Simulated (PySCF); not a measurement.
Cartesian coordinates in Å; atom numbers follow the order of the lines, from 1:
```xyz
11

B     1.5465    1.1818   -0.3968
C     0.4574    0.3476    0.3288
O    -0.3645   -0.4058   -0.5077
C    -1.3675   -1.0960    0.1649
H     1.6258    1.2276   -1.6003
H     2.3133    1.8216    0.2862
H    -0.1286    1.0907    0.9293
H     0.9439   -0.2792    1.1139
H    -0.9571   -1.8148    0.9035
H    -2.0532   -0.4129    0.7075
H    -1.9529   -1.6571   -0.5774
```

Calculated, not measured (PySCF 2.14.0 with density-fitted response routines): σ from GIAO-PBE0/pcSseg-1, PBE0-D3(BJ)/def2-SVP structure. Averaged over atoms made equivalent by symmetry, fast rotation or ring inversion, relativity neglected, one computed conformer, gas phase.

Shifts are taken against calculated references (same method and geometry level): TMS for 13C and 1H; 11B against BF3·OEt2; H2O for 17O.

| atoms | nucleus | count | Hirshfeld charge | δ (ppm) |
| --- | --- | --- | --- | --- |
| H9/H10/H11 | 1H | 3 | 0.04 | 3.26 |
| H7/H8 | 1H | 2 | 0.04 | 3.82 |
| B1 | 11B | 1 | 0.16 | 88.1 |
| C2 | 13C | 1 | -0.07 | 80.0 |
| H5/H6 | 1H | 2 | -0.05 | ? |
| C4 | 13C | 1 | -0.04 | ? |
| O3 | 17O | 1 | -0.14 | 15.2 |

**Question.** Fill in the missing shifts.

**Answer.** 
- C4: 61.5 ppm, methyl carbon bonded to O; pulled downfield by the heteroatom
- H5/H6: 7.62 ppm, hydrogen on a boron bonded to C

Hydrogens on boron are broadened and split by 11B (spin 3/2, 80 %) and 10B (spin 3). A carbon bonded to boron is broadened by the quadrupolar boron nucleus and is often missing from a measured spectrum. Shifts are as computed. Against solution values, carbons near 30 ppm lie about +2 ppm off and those near 130 ppm about +5 ppm. Of 1211 compounds with measured shifts, 218 miss one by over three times the rms of a fit or turn the order of signals round; such compounds aren't used in these exercises. Experimental scales use liquid or dissolved standards, which lie at an offset from isolated H2O (liquid H2O: subtract about 36 ppm).
